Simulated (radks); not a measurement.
Values are calculated unless marked as measured or tabulated.
Task: Coherent X-ray form factor from a spherical all-electron density. Code: a radial shooting solver on a logarithmic mesh with Libxc functionals. Model: scalar-relativistic Kohn-Sham, PBE, spin-polarised, spherical densities, point nucleus.

| sin(theta)/lambda (1/angstrom) | f0 (electrons) |
|---|---|
| 0.05 | 43.842 |
| 0.1 | 43.376 |
| 0.15 | 42.617 |
| 0.2 | 41.595 |
| 0.25 | 40.345 |
| 0.3 | 38.910 |
| 0.4 | 35.670 |
| 0.5 | 32.239 |
| 0.6 | 28.924 |
| 0.8 | 23.385 |
| 1 | 19.577 |
| 1.25 | 16.527 |
| 1.5 | 14.293 |
| 2 | 10.439 |

The species is in the configuration that NIST lists as its ground one. Which atom or ion scatters so?

Result: The neodymium ion Nd16+, [Ar] 3d10 4s2 4p(up 3, down 3) 4d8. Extrapolating in s^2 from the first two rows gives f0(0) = 44.0, near the electron count 44; among species with that count, the fall with angle is slower the higher Z, and the table is that of Z = 60; from so few rows the species is fixed only to a neighbour or two.
